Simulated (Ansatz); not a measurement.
`[F][Ga]([Cl])[O][SiH3]` and `[F][In]([Cl])[O][SiH3]` differ in one element.

Ansatz, PBE0-D4/def2-TZVP geometries, multiplicity 1. Each molecule was computed in one conformer, which needn't be the lowest.

Elements past krypton have def2 core potentials. Scalar relativity is left out up to krypton.

| property | `[F][Ga]([Cl])[O][SiH3]` |
| --- | --- |
| LUMO energy (B3LYP/def2-TZVPP) / eV | -2.16 |
| HOMO–LUMO gap (PBE0/def2-TZVPP) / eV | 7.31 |
| HOMO–LUMO gap (ωB97M-V/def2-TZVPP) / eV | 11.50 |
| HOMO energy (PBE0/def2-TZVPP) / eV | -9.12 |
| HOMO energy (PBE/def2-TZVPP) / eV | -7.69 |
| LUMO energy (ωB97M-V/def2-TZVPP) / eV | 0.09 |

(1) Give the same properties after the change, and the shifts. (Estimate.)

## Answers

(1) The calculation gave: 
| property | `[F][In]([Cl])[O][SiH3]` | shift |
| --- | --- | --- |
| LUMO energy (B3LYP/def2-TZVPP) / eV | -3.20 | -1.04 |
| HOMO–LUMO gap (PBE0/def2-TZVPP) / eV | 6.03 | -1.28 |
| HOMO–LUMO gap (ωB97M-V/def2-TZVPP) / eV | 10.30 | -1.20 |
| HOMO energy (PBE0/def2-TZVPP) / eV | -8.89 | 0.23 |
| HOMO energy (PBE/def2-TZVPP) / eV | -7.46 | 0.23 |
| LUMO energy (ωB97M-V/def2-TZVPP) / eV | -0.90 | -0.99 |

With PBE0 the HOMO rises by 0.23 eV and the LUMO falls by 1.05 eV, so the gap narrows by about 1.28 eV. PBE moves the HOMO by 0.23 eV and ωB97M-V by 0.22 eV.

B3LYP here is the variant with VWN-RPA as its local correlation; programs differ in this.

Positive LUMOs are unbound, so they and the gaps depend on the basis.
